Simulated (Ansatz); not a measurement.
Geometry optimisation, RKS B3LYP-D4/def2-SVP in Ansatz 0.2.0.

input.yaml

```yaml
crystal:
  periodic: [false, false, false]
  atoms:
    - { symbol: O, position_ang: [-1.4636, 0.4528, 0.4369] }
    - { symbol: B, position_ang: [-0.3785, -0.3815, 0.1605] }
    - { symbol: S, position_ang: [-0.19969, -1.07561, -1.5472] }
    - { symbol: S, position_ang: [0.8966, -0.86567, 1.46863] }
    - { symbol: H, position_ang: [-1.1807, 1.3989, 0.1899] }
    - { symbol: H, position_ang: [-0.95965, -2.2483, -1.22515] }
    - { symbol: H, position_ang: [0.16881, -1.95133, 1.88778] }
basis:
  gaussian: { orbitals: def2-SVP }
hamiltonian:
  xc: b3lyp
  dispersion: d4
relax:
  f_tol: 0.015
  max_steps: 40
```

Launched with:

```bash
$ ansatz run input.yaml --threads 1 --pin off --max-ram 2048MiB --backend cpu --events-out ev --progress --plain --runs-dir out
```

Q: Where does it end, and by what steps?

A: It converged. After 12 steps the energy has fallen by 1.680 eV; S4 moved furthest, 1.05 Å.

```json
{"step": "0", "energy less start (eV)": "0.0000", "largest force component (eV/Å)": "2.153", "accepted": "yes"}
{"step": "1", "energy less start (eV)": "-0.1753", "largest force component (eV/Å)": "1.269", "accepted": "yes"}
{"step": "2", "energy less start (eV)": "-0.3338", "largest force component (eV/Å)": "1.244", "accepted": "yes"}
{"step": "3", "energy less start (eV)": "-0.5864", "largest force component (eV/Å)": "1.340", "accepted": "yes"}
{"step": "4", "energy less start (eV)": "-0.8685", "largest force component (eV/Å)": "1.281", "accepted": "yes"}
{"step": "5", "energy less start (eV)": "-1.1129", "largest force component (eV/Å)": "0.996", "accepted": "yes"}
{"step": "6", "energy less start (eV)": "-1.3033", "largest force component (eV/Å)": "0.727", "accepted": "yes"}
{"step": "7", "energy less start (eV)": "-1.4782", "largest force component (eV/Å)": "0.442", "accepted": "yes"}
{"step": "8", "energy less start (eV)": "-1.5948", "largest force component (eV/Å)": "0.386", "accepted": "yes"}
{"step": "9", "energy less start (eV)": "-1.6452", "largest force component (eV/Å)": "0.342", "accepted": "yes"}
{"step": "10", "energy less start (eV)": "-1.6782", "largest force component (eV/Å)": "0.106", "accepted": "yes"}
{"step": "11", "energy less start (eV)": "-1.6798", "largest force component (eV/Å)": "0.067", "accepted": "yes"}
{"step": "12", "energy less start (eV)": "-1.6801", "largest force component (eV/Å)": "0.006", "accepted": "yes"}
```

```xyz
7
Properties=species:S:1:pos:R:3
O -0.997 0.563 0.728
B -0.500 -0.572 0.174
S -0.715 -0.911 -1.615
S 0.388 -1.758 1.236
H -1.459 1.150 0.116
H -0.078 -2.102 -1.642
H 0.245 -1.041 2.375
```

Time of the run: 41 s on 1 thread of Arm Neoverse V1 (shared host), peak memory 0.15 GiB.
